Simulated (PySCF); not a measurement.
# [TiCl5]2- by CASSCF and spin-orbit coupling

[TiCl5]2- holds Ti(III), d1, at total charge -2. The structure is a PBE0-D3(BJ)/def2-TZVP, IEF-PCM water geometry optimised for multiplicity 2; coordination trigonal bipyramidal, point group Cs, metal–donor distances 2.31–2.44 Å.

```
6

Ti    0.0000    0.0000    0.0000
Cl   -0.0002    0.0272    2.4398
Cl   -0.0002    0.0272   -2.4398
Cl   -1.0427   -2.0973    0.0000
Cl    2.3261   -0.1893    0.0000
Cl   -1.1953    1.9825    0.0000
```

Method (PySCF 2.14, density fitting): CASSCF(1,5) with orbitals averaged over all microstates of the shell, strongly contracted NEVPT2 on the averaged canonical orbitals; basis x2c-TZVPall on the metal, x2c-SVPall elsewhere; spin-free X2C; IEF-PCM water; spin-orbit coupling by state interaction with the mean-field operator over all roots.

Spin-free states:

```json
{"2S+1": "2", "deg.": "1", "symmetry": "2A''", "free-ion term": "2D 1.00", "CASSCF / cm⁻¹": "0", "NEVPT2 / cm⁻¹": "0", "f(ED)": "–", "occupations": "1.0 0.0 0.0 0.0 0.0"}
{"2S+1": "2", "deg.": "1", "symmetry": "2A''", "free-ion term": "2D 1.00", "CASSCF / cm⁻¹": "515", "NEVPT2 / cm⁻¹": "494", "f(ED)": "2.8e-06", "occupations": "0.0 1.0 0.0 0.0 0.0"}
{"2S+1": "2", "deg.": "1", "symmetry": "2A'", "free-ion term": "2D 1.00", "CASSCF / cm⁻¹": "3698", "NEVPT2 / cm⁻¹": "4029", "f(ED)": "1.4e-08", "occupations": "0.0 0.0 1.0 0.0 0.0"}
{"2S+1": "2", "deg.": "1", "symmetry": "2A'", "free-ion term": "2D 1.00", "CASSCF / cm⁻¹": "5036", "NEVPT2 / cm⁻¹": "5495", "f(ED)": "1.0e-04", "occupations": "0.0 0.0 0.0 1.0 0.0"}
{"2S+1": "2", "deg.": "1", "symmetry": "2A'", "free-ion term": "2D 1.00", "CASSCF / cm⁻¹": "12554", "NEVPT2 / cm⁻¹": "14252", "f(ED)": "1.2e-06", "occupations": "0.0 0.0 0.0 0.0 1.0"}
```

Energies are counted from the ground state at NEVPT2 level. Weights follow the labels. f(ED) is the electric-dipole oscillator strength from the ground state at the fixed geometry, without vibronic coupling; occupations, where given, run over the ligand-field orbitals from the lowest.

Ligand-field fit:



| orbital | CASSCF / cm⁻¹ | NEVPT2 / cm⁻¹ | metal share | main function |
| --- | --- | --- | --- | --- |
| 1 | 0 | 0 | 0.96 | xz 0.65 |
| 2 | 515 | 494 | 0.96 | yz 0.65 |
| 3 | 3698 | 4029 | 0.91 | xy 0.65 |
| 4 | 5036 | 5495 | 0.89 | x2-y2 0.67 |
| 5 | 12554 | 14252 | 0.87 | z2 0.98 |

Angular-overlap fit (NEVPT2, isotropic π): Cl eσ = 7796, eπ = 2160 cm⁻¹ (rms 115).

ζ = 118 cm⁻¹, against 152 for the free ion.

## Spin-orbit levels

```csv
E / cm⁻¹,deg.,make-up,g (S′ = 1/2)
0.0,2,0.98 2A'',1.48 1.81 1.89
513.2,2,0.98 2A'',1.84 1.88 2.53
4037.4,2,0.99 2A',1.56 2.02 2.07
5515.8,2,0.99 2A',2.02 2.03 2.44
14266.0,2,1.00 2A',2.00 2.04 2.05
```

Magnetism:

The ground doublet has g = 1.475, 1.807, 1.888. μeff is 1.80 μB at 300 K and 1.51 μB at 10 K; the spin-only value is 1.73 μB.

```csv
T / K,χT / cm³ K mol⁻¹,μeff / μB,"χT along axes a, b, c"
2,0.282,1.50,0.21 0.31 0.33
5,0.284,1.51,0.21 0.31 0.34
10,0.286,1.51,0.21 0.31 0.34
20,0.290,1.52,0.22 0.31 0.34
30,0.295,1.53,0.23 0.31 0.34
50,0.303,1.56,0.25 0.32 0.34
75,0.315,1.59,0.27 0.33 0.35
100,0.326,1.61,0.29 0.33 0.35
150,0.348,1.67,0.34 0.35 0.36
200,0.369,1.72,0.38 0.36 0.36
250,0.389,1.76,0.42 0.38 0.37
300,0.407,1.80,0.46 0.39 0.38
```

Axes in the frame of the coordinates: a = (0.00, 0.00, 1.00); b = (-0.55, 0.84, 0.00); c = (-0.84, -0.55, 0.00).

Powder magnetisation at 2 K: 0.13 μB at 0.5 T, 0.25 μB at 1 T, 0.46 μB at 2 T, 0.61 μB at 3 T, 0.78 μB at 5 T, 0.84 μB at 7 T.

Charge-transfer states lie outside this active space and may come lower than some of these levels. NEVPT2 on the d shell alone tends to put d–d bands too high for such charged or covalently bound ions.

The job took 5.4 s on one thread of AMD EPYC 9R45 96-Core Processor (shared host), with 138 basis functions and a peak of 0.71 GiB, launched as `OMP_NUM_THREADS=1 python lf_run.py task.json out`.
